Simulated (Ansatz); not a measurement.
Basis sets compared for Cu2I3. Charge 0, multiplicity 2. Geometry B3LYP-D4/def2-SVP. Ansatz on 4 threads of Intel Xeon 6975P-C on a shared host; times are rough, and most runs start from earlier orbitals.

```xyz
5

Cu   -1.191   -1.321    0.659
Cu    0.615    0.261   -0.161
I     1.146   -2.148    0.825
I     1.468    2.357   -1.122
I    -2.037    0.851   -0.201
```

In the def2 sets I takes a core potential; there is no spin–orbit coupling. Another isomer (doublet) lies 0.06 eV lower at PBE0-D4/def2-TZVP; other spin states weren't run for this one.

Binding counts from free atoms (Cu doublet, I doublet) in the same basis, without a counterpoise term.

| level | functions | energy (Eh) | HOMO (eV) | LUMO (eV) | binding per atom (eV) | wall time |
| --- | --- | --- | --- | --- | --- | --- |
| PBE-D4/def2-SVP | 140 | -4173.3385 | -5.93 | -5.53 | 2.29 | 2.5 s |
| PBE0-D4/def2-SVP | 140 | -4173.4199 | -7.27 | -5.16 | 2.12 | 5 s |

Problem. Estimate the rows for PBE-D4/def2-TZVP (with forces), PBE0-D4/def2-TZVP.

Solution. 
```tsv
level	functions	energy (Eh)	HOMO (eV)	LUMO (eV)	binding per atom (eV)	wall time
PBE-D4/def2-TZVP (with forces)	240	-4173.8677	-6.17	-5.73	2.08	4.9 s
PBE0-D4/def2-TZVP	240	-4173.9273	-7.40	-5.25	1.96	11 s
```
